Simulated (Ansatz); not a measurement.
CH3FIIn (`[F][InH][CH2]I`), charge 0, multiplicity 1.

Task: Give a relaxed structure at PBE0-D4/def2-TZVP (the Gaussian-basis code of Ansatz). (Estimate.)

Result: Computed: 
Z-matrix (Å, degrees):
```
In
C 1 2.136
I 1 3.315 2 39.7
F 1 1.962 2 107.7 3 97.8
H 1 1.696 2 138.3 3 -77.9
H 2 1.086 1 117.1 3 114.8
H 2 1.086 1 113.4 3 -113.4
```
